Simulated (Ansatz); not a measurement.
Reaction (formal exchange of groups at the Sn–Cl bond): `[SiH3][SnH2][Cl]` + `CF` → `F[CH2][SnH2][SiH3]` + HCl

Computed with Ansatz on PBE0-D4/def2-TZVP structures; ΔE is electronic, products minus reactants. CBS: MP2 limit from def2 TZ/QZ plus the TZ coupled-cluster correction, frozen cores. This one scheme is used for every species. Elements past krypton have def2 core potentials. For Sn outer-core shells are correlated without core-valence functions, which leaves a few kJ/mol of doubt a bond. One conformer a species, not always the lowest.

```csv
species,CCSD(T)/def2-TZVPP energy (Eh)
`[SiH3][SnH2][Cl]`,-965.46894
`CF`,-139.56407
`F[CH2][SnH2][SiH3]`,-644.65500
HCl,-460.33125
```

Question: Work out ΔE.

Answer: ΔE = (-644.65500) + (-460.33125) − (-965.46894) − (-139.56407) = 0.04676 Eh = +29.3 kcal/mol. CCSD(T)/CBS gives +30.8 kcal/mol.

Largest T1 diagnostic among the species: 0.013.

In def2-TZVPP, CCSD(T) changes the Hartree–Fock value by −8.1 kcal/mol (the triples alone add −0.8 kcal/mol) and MP2 by −7.1 kcal/mol. From PBE to PBE0 (25 % exact exchange), in def2-TZVPP and without D4, ΔE moves by +1.5 kcal/mol.
